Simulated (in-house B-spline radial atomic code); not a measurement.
Values are calculated unless marked as measured or tabulated.
# Correlation energy from the adiabatic connection: ω²r²/2, ω = 0.459

Two electrons in a singlet, external potential ω²r²/2, ω = 0.459 (atomic units). Full CI in B-splines (partial waves to l = 8, correlation up to 0.6 % small) with the density held fixed gives W(λ) = <V_ee>_λ − U, and E_c is the integral of W(λ) − W(0) from 0 to 1.

| λ | W(λ) − W(0) (hartree) |
| --- | --- |
| 0 | 0.00000 |
| 0.02 | -0.00201 |
| 0.05 | -0.00495 |
| 0.12 | -0.01148 |
| 0.25 | -0.02253 |
| 0.4 | -0.03374 |
| 0.6 | -0.04654 |
| 0.8 | -0.05737 |
| 1 | -0.06662 |

Task: Integrate the table by the trapezoid rule.

Result: The strips give -0.00002, -0.00010, -0.00058, -0.00221, -0.00422, -0.00803, -0.01039, -0.01240, which sum to -0.03795 hartree. The direct value, W(1) − W(0) + T_c with T_c = 0.02855, is -0.03808; the curve is convex, so chords lie above it and the trapezoids fall short in size by 0.33 %.

Task: Now use only three numbers: W(0) = -0.4918, the initial slope W'(0) = -0.1013 (extrapolated from the first points) and the strong-coupling limit of the point-charge-plus-continuum model, W∞ = -0.66977. What do second-order theory and the interpolation W(λ) = W∞ + (W(0) − W∞)/√(1 + 2χλ) of Seidl, Perdew and Levy give?

Result: Second order keeps the slope alone: E_c = W'(0)/2 = -0.05065, +33 % in size against -0.03808. Matching the slope fixes χ = W'(0)/(W∞ − W(0)) = -0.1013/(-0.17797) = 0.56920. Integrating, with s = √(1 + 2χ) = 1.462325, E_c = −(W(0) − W∞)(s − 1)/(s + 1) = −0.17797 × 0.462325/2.462325 = -0.03342 hartree, -12.2 % in size against the full result. At λ = 1 the formula gives W − W(0) = -0.05627 against -0.06662. Part of the miss can come from the model's W∞.
